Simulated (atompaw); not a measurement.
u(r) = r·R(r): atom against pseudo-atom (nickel (Ni))

Columns: radius, all-electron u(r) and pseudo u(r) of the 4s shell (level -5.64 eV) of nickel in the configuration [Ar] 3d8 4s2 4p0; PBE, scalar-relativistic, PAW (atompaw) scheme, atompaw 4.2.0.5.

```
r (bohr)  all-electron  pseudo
   0.113        0.1157  0.0006
   0.227        0.1147  0.0039
   0.340       -0.0881  0.0123
   0.454       -0.2370  0.0279
   0.567       -0.2743  0.0520
   0.681       -0.2253  0.0854
   0.794       -0.1283  0.1276
   0.908       -0.0105  0.1782
   1.021        0.1080  0.2348
   1.135        0.2195  0.2960
   1.248        0.3172  0.3580
   1.362        0.4011  0.4193
   1.475        0.4697  0.4759
   1.588        0.5248  0.5260
   1.702        0.5679  0.5679
   1.815        0.5997  0.5997
   1.929        0.6222  0.6222
   2.042        0.6363  0.6363
   2.156        0.6434  0.6434
   2.269        0.6446  0.6446
   2.383        0.6407  0.6407
   2.496        0.6327  0.6327
   2.610        0.6212  0.6212
   2.723        0.6070  0.6070
   2.837        0.5905  0.5905
   2.950        0.5724  0.5724
```

(1) How many radial nodes do the two functions have?

(2) At about which radius was the pseudo-wave matched?

(3) Is the pseudo-wave norm-conserving?

Answers

(1) The all-electron 4s function has n − l − 1 = 3 (the table is too coarse to show those close to the nucleus); the pseudo-wave has 0, since the states of the same l below it are removed with the core.

(2) 1.75 bohr, where the columns begin to agree (steps of 0.11 bohr).

(3) No, it belongs to a PAW set: the norm inside the radius is not constrained, and the difference is carried by the augmentation charge.
